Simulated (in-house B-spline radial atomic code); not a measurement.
Pb²⁺. Computed with a B-spline radial atomic code. Model: non-relativistic spherical atom: semilocal Troullier-Martins pseudo-atom, one channel per l, against all electrons, high spin, G0W0 and RPA with empty states to l = 8, local potential for every l without a channel, a model core (radius 0 = none) keeps its share of the functional.

The core holds an angular momentum without a channel of its own, so the local potential lets valence electrons into it.

Without relativity these are model numbers for so heavy an element.

What the tables leave out is listed at the end.

The pseudopotential gives back the lowest level of each angular momentum of its own functional in the configuration it was made in; a second state of the same l is only approximately right. Exact exchange, RPA and GW see the smooth pseudo-orbitals and miss the exchange with the core, for which the functional's share stands in. The column with an uncorrelated core keeps all orbitals and exact exchange, and so separates missing core correlation from pseudisation. Only the three outermost levels and the lowest empty one were computed. RPA here is direct RPA, with no exchange kernel, and its energies carry an (l + 1/2)⁻⁴ tail. A hybrid on a potential with a model core restores only its own semilocal share of the core's exchange.

Command:
```bash
python run_psgw.py task.json out
```
Settings (lengths in bohr, energies in hartree):
```
Z                      82
electrons              80
configuration          [Xe] 4f14 5d10 6s2
generated_in           [Xe] 4f14 5d10 6s2 6p2
functional             lda,vwn
core_shells            12
radius_factor          0.8
core_correction        False
ion_configuration      [Xe] 4f14 5d10 6s1
```

Run time, properties included: 100 s on 1 thread of Arm Neoverse N1, with other jobs on the host.

Given: made with LDA VWN5; model core radius 0 bohr; local radius 1.051 bohr; mean-field start LDA VWN5.

Valence shells of the generating configuration: 5d, 6s, 6p.

Channel: s 1.777, p 2.169, d 0.854 (radii in bohr).

Computed: largest level miss in the spin-unpolarised generating configuration 0.001 eV; valence RPA correlation energy all-electron orbitals -0.66035 hartree; all-electron RPA polarisability, core included 16.041 bohr³; ionisation by mean-field all-electron 28.682 eV; ionisation by mean-field pseudo minus all -0.037 eV; ionisation by RPA all-electron 28.526 eV; ionisation by RPA pseudo minus all 0.954 eV.

```tsv
level	occupied	mean-field all-electron (eV)	mean-field pseudo minus all (eV)	G0W0 all-electron (eV)	G0W0 uncorrelated core minus all (eV)	G0W0 pseudo minus all (eV)	exchange self-energy all-electron (eV)	exchange self-energy pseudo (eV)
6s	1	-24.419	0.021	-28.536	0.11	-0.736	-15.093	-13.191
5d	1	-40.948	0.134	-48.366	-0.332	2.648	-41.72	-24.754
6p (empty)	0	-17.339	0.006	-13.954	0.074	-0.443	-5.3441	-4.5482
```

**Question.** What is the valence RPA correlation energy pseudo?

**Answer.** -1.1933 hartree.

**Question.** What is the pseudo-atom RPA polarisability?

**Answer.** 16.046 bohr³.

Given: mean-field start PBE0.

Computed: valence RPA correlation energy all-electron orbitals -0.62167 hartree; all-electron RPA polarisability, core included 15.05 bohr³; pseudo-atom RPA polarisability 14.724 bohr³; ionisation by mean-field all-electron 27.873 eV; ionisation by RPA all-electron 28.348 eV; ionisation by RPA pseudo minus all 0.996 eV.

| level | occupied | mean-field all-electron (eV) | mean-field pseudo minus all (eV) | G0W0 all-electron (eV) | G0W0 uncorrelated core minus all (eV) | G0W0 pseudo minus all (eV) | exchange self-energy all-electron (eV) | exchange self-energy pseudo (eV) |
| --- | --- | --- | --- | --- | --- | --- | --- | --- |
| 6s | 1 | -24.8 | -0.313 | -28.381 | 0.112 | -0.849 | -14.79 | -13.202 |
| 6p (empty) | 0 | -16.075 | -0.338 | -13.942 | 0.069 | -0.394 | -4.9566 | -4.4994 |

**Question.** What is the valence RPA correlation energy pseudo?

**Answer.** -1.1451 hartree.

**Question.** What is the ionisation by mean-field pseudo minus all?

**Answer.** 0.314 eV.

Given: mean-field start Hartree-Fock.

Computed: valence RPA correlation energy all-electron orbitals -0.53395 hartree; all-electron RPA polarisability, core included 12.828 bohr³; pseudo-atom RPA polarisability 12.222 bohr³; ionisation by mean-field all-electron 26.086 eV; ionisation by mean-field pseudo minus all 0.964 eV; ionisation by RPA pseudo minus all 1.081 eV.

```tsv
level	occupied	mean-field all-electron (eV)	mean-field pseudo minus all (eV)	G0W0 all-electron (eV)	G0W0 uncorrelated core minus all (eV)	G0W0 pseudo minus all (eV)	exchange self-energy all-electron (eV)	exchange self-energy pseudo (eV)
6s	1	-26.317	-0.986	-28.141	0.111	-1.214	-14.074	-13.136
6p (empty)	0	-12.874	-0.974	-13.871	0.055	-0.52	-4.0749	-4.3211
```

**Question.** What is the valence RPA correlation energy pseudo?

**Answer.** -1.0198 hartree.

**Question.** What is the ionisation by RPA all-electron?

**Answer.** 27.939 eV.

Among the listed levels the largest G0W0 shift of the pseudo-atom is +2.65 eV, for 5d on the LDA VWN5 start, while leaving the core uncorrelated moves that level by -0.33 eV. So pseudisation and the lost core exchange, not the missing core correlation, make the error. Not in the tables (levels of low weight, unsolved or above zero; the highest and the empty levels are kept at any weight): on PBE0 the G0W0 levels 5d (pseudo minus all +2.52 eV, weights 0.88 and 0.53); on Hartree-Fock the G0W0 levels 5d (pseudo minus all +2.38 eV, weights 0.93 and 0.89).
